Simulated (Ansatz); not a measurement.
Cl2FHSZr (`[F][Zr]([SH])([Cl])[Cl]`), relaxed with RKS PBE0-D4/def2-TZVP in Ansatz 0.2.0 from a GFN2-xTB geometry. The force threshold is 0.005 eV/Å; the program also tests the step.

The species carries charge 0 and has multiplicity 1. Zr takes the def2 core potential.

Start:

```xyz
6

F     1.150   -0.782    1.321
Zr   -0.015   -0.530   -0.080
S    -0.929    1.690    0.333
Cl   -1.600   -2.122   -0.287
Cl    1.141   -0.447   -2.013
H     0.254    2.191    0.727
```

Q: How much energy does the relaxation release, and in how many steps? (Best estimate.)

A: Computed: 0.17 eV, in 34 steps, 7 of them rejected.

Q: Which bonds change most? (Estimate.)

A: Ansatz gave: Zr2–Cl5 from 2.254 to 2.329 Å; Zr2–Cl4 from 2.256 to 2.329 Å; F1–Zr2 from 1.839 to 1.880 Å; Zr2–S3 from 2.436 to 2.422 Å.

Q: Give the relaxed structure. (Estimate.)

A: The calculation gave: 
```xyz
6

F     1.262   -0.716    1.270
Zr    0.085   -0.446   -0.171
S    -0.809    1.793    0.058
Cl   -1.668   -1.978   -0.122
Cl    1.201   -0.618   -2.208
H    -0.071    1.964    1.174
```
